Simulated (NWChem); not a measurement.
# GeSiH3Br, singlet; SMILES [SiH3][Ge][Br]

Low-valent species are run as closed-shell singlets; no triplet was tried in these runs. This build's default masses of Se (78.918 u) and Br (79.917 u) are each other's, which moves their modes by up to 0.6 %.

Give the equilibrium geometry at PBE0/def2-SVP (NWChem) as an XYZ file, with the point group.

point group Cs; any orientation.
```
6

Ge     0.8754    -0.4954    -0.4049
Br    -0.3159     1.3237     0.4981
Si    -1.0450    -2.0370    -0.0676
H     -0.7505    -3.4334    -0.5270
H     -2.2286    -1.5285    -0.8321
H     -1.3935    -2.0830     1.3886
```
